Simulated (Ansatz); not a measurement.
Breaking the Bi1–H2 bond in BiClH2 (SMILES [Cl][BiH2]) (multiplicity 1 held, fragments rigid). Energies count from the point at 1.802 Å.
Geometry at that point (charge 0, multiplicity 1):
```xyz
4

Bi    -0.26736    -0.21428     0.22757
H     -1.65690     0.35548    -0.76888
H     -0.10664    -1.65617    -0.84177
Cl     1.40906     1.12271    -1.01635
```

U- levels take the lowest unrestricted solution at each point, which mixes spins at long bonds. Active spaces are followed from a long bond inwards. Curves can end on different states.

Cores are frozen in the correlated methods. Filled d and f shells under p-block atoms count as core.

Codes used: Ansatz (Gaussian basis) for Hartree–Fock, density functionals and correlated methods. Values without a source in brackets are computed. In def2 rows elements past Kr take small-core potentials, without spin–orbit coupling.

What energy at R = 5.767 Å does FIC-MRCISD+Q on CASSCF(2,2)/def2-TZVPP give?

61.0 kcal/mol

Estimate the energy at R = 5.767 Å that U-r2SCAN/def2-TZVPP returns for this input.

60.6 kcal/mol

Doubts at one or more of the structures used: a spin-contaminated determinant (U-r2SCAN/def2-TZVPP).

Ansatz is a program for electronic structure.
